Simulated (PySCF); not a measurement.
## Xe⁺ (xenon, charge +1) across methods

[Kr] 4d10 5s2 5p5, 2P determinant. All numbers are calculated (PySCF 2.14, scalar relativity through the core potential, in aug-cc-pVDZ-PP with ECP28MDF (5s4p3d, 32 functions)).

```csv
method,E (hartree),mean ε 5s β (eV),mean ε 5p α (eV),mean ε 5p β (eV),Σ⟨r²⟩ (bohr²),⟨S²⟩
M06-2X,-328.8319,-32.151,-20.059,-19.115,49.02,0.753
BLYP,-328.8461,-28.657,-17.137,-16.395,49.14,0.751
LDA,-328.4427,-29.104,-17.481,-16.715,48.99,0.750
PBE,-328.8798,-28.740,-17.364,-16.552,49.00,0.751
UHF,-327.86572,-35.030,-22.004,-20.818,49.47,0.756
PBE0,-328.9122,-30.617,-18.773,-17.886,48.97,0.752
r2SCANh,-329.0107,-29.906,-18.327,-17.394,48.92,0.752
r2SCAN,-329.0195,-29.217,-17.826,-16.911,48.90,0.752
```

Task: Estimate the same row for HSE06.

Result: E (hartree) = -328.9094; mean ε 5s β (eV) = -30.196; mean ε 5p α (eV) = -18.332; mean ε 5p β (eV) = -17.462; Σ⟨r²⟩ (bohr²) = 49.03; ⟨S²⟩ = 0.752.

Energies and moments cover only the electrons outside the core potential.
